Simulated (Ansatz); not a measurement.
`C[SiH]1CS1` + H₂ → `C1[SiH2]S1` + CH₄ at 298.15 K and 1 bar (hydrogenolysis of the Si–C bond).

Isolated molecules relaxed with PBE0-D4/def2-TZVP in Ansatz; ΔE leaves out vibrations. CCSD(T)/CBS adds triple-zeta CCSD(T) − MP2 to the extrapolated MP2 energy (def2 sets, frozen cores). This one scheme is used for every species.

| species | CCSD(T)/CBS energy (Eh) | H − E (kJ/mol) | S (J/(mol·K)) |
| --- | --- | --- | --- |
| `C[SiH]1CS1` | -766.58382 | 211.5 | 316.4 |
| H₂ | -1.17544 | 35.1 | 130.4 |
| `C1[SiH2]S1` | -727.30403 | 130.9 | 277.2 |
| CH₄ | -40.46206 | 127.4 | 186.2 |

H − E and S are ideal-gas, rigid-rotor, harmonic terms from PBE0-D4/def2-TZVP, for one conformer and one mirror image of each species. The MP2-based limit puts H₂ 0.8 mEh under its directly extrapolated value; such offsets cancel only in part. 1 Eh = 2625.50 kJ/mol, R = 8.31446 J/(mol·K).

Q: By hand: ΔE, ΔH, ΔS and ΔG.

A: ΔE = (-727.30403) + (-40.46206) − (-766.58382) − (-1.17544) = -0.00683 Eh = -17.9 kJ/mol. Δ(H − E) = 130.9 + 127.4 − 211.5 − 35.1 = 11.7, so ΔH = -6.2 kJ/mol. ΔS = 277.2 + 186.2 − 316.4 − 130.4 = 16.6 J/(mol·K). ΔG = -6.2 − 298.15 × (16.6)/1000 = -11.1 kJ/mol.

Q: By hand: the equilibrium constant, and the temperature at which ΔG would vanish if ΔH and ΔS stayed fixed.

A: log₁₀ K = −ΔG/(RT ln 10) = 1.9. ΔH and −TΔS have one sign here, so there is no such temperature.

TΔS isn't small against ΔH here. A doubt of 5 kJ/mol in ΔE shifts log₁₀ K by 0.9 here. Other conformers and mirror images would add mixing entropy, several J/(mol·K) or more a flexible species. These are equilibria of isolated gas molecules and say nothing of rates. Largest T1 diagnostic: 0.012 (customary marks: 0.02 for closed shells, 0.045 for open ones).
